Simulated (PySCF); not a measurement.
AsH₅O₃Si, SMILES O[Si](O)(O)[AsH2].

The structure is a stationary point at PBE0-D3(BJ)/def2-SVP. This is a generated structure with no PubChem entry under its InChIKey; it may be hypothetical. One conformer was computed; it need not be the lowest.

Calculation: TDDFT-PBE/def2-SVPD in PySCF.

Vertical excitations. Isolated molecule, no solvent.

```json
[
 {"state": "S1", "energy (eV)": "5.49", "λ (nm)": "226", "f": "0.083", "main pairs": "HOMO→LUMO 99 %"},
 {"state": "S2", "energy (eV)": "6.05", "λ (nm)": "205", "f": "0.002", "main pairs": "HOMO→LUMO+1 96 %"},
 {"state": "S3", "energy (eV)": "6.43", "λ (nm)": "193", "f": "0.019", "main pairs": "HOMO−1→LUMO 96 %"},
 {"state": "S4", "energy (eV)": "6.52", "λ (nm)": "190", "f": "0.036", "main pairs": "HOMO→LUMO+3 87 %"},
 {"state": "S5", "energy (eV)": "6.65", "λ (nm)": "187", "f": "0.055", "main pairs": "HOMO→LUMO+2 62 %, HOMO→LUMO+5 14 %"},
 {"state": "S6", "energy (eV)": "6.80", "λ (nm)": "182", "f": "0.012", "main pairs": "HOMO→LUMO+4 77 %"},
 {"state": "S7", "energy (eV)": "6.86", "λ (nm)": "181", "f": "0.043", "main pairs": "HOMO−2→LUMO 96 %"},
 {"state": "S8", "energy (eV)": "7.04", "λ (nm)": "176", "f": "0.013", "main pairs": "HOMO−1→LUMO+1 71 %, HOMO−2→LUMO+1 15 %"},
 {"state": "S9", "energy (eV)": "7.15", "λ (nm)": "173", "f": "0.118", "main pairs": "HOMO→LUMO+5 62 %, HOMO−1→LUMO+2 17 %, HOMO→LUMO+2 11 %"},
 {"state": "S10", "energy (eV)": "7.26", "λ (nm)": "171", "f": "0.034", "main pairs": "HOMO−3→LUMO 65 %, HOMO−1→LUMO+2 22 %"},
 {"state": "T1", "energy (eV)": "5.27", "λ (nm)": "235", "f": "0", "main pairs": "HOMO→LUMO 98 %"},
 {"state": "T2", "energy (eV)": "5.49", "λ (nm)": "226", "f": "0", "main pairs": "HOMO→LUMO+1 92 %"},
 {"state": "T3", "energy (eV)": "5.60", "λ (nm)": "221", "f": "0", "main pairs": "HOMO→LUMO+2 94 %"},
 {"state": "T4", "energy (eV)": "6.26", "λ (nm)": "198", "f": "0", "main pairs": "HOMO−1→LUMO 71 %, HOMO→LUMO+3 24 %"}
]
```
Triplets are in the Tamm–Dancoff approximation, which puts them higher than full response would, so one can lie above its singlet here.
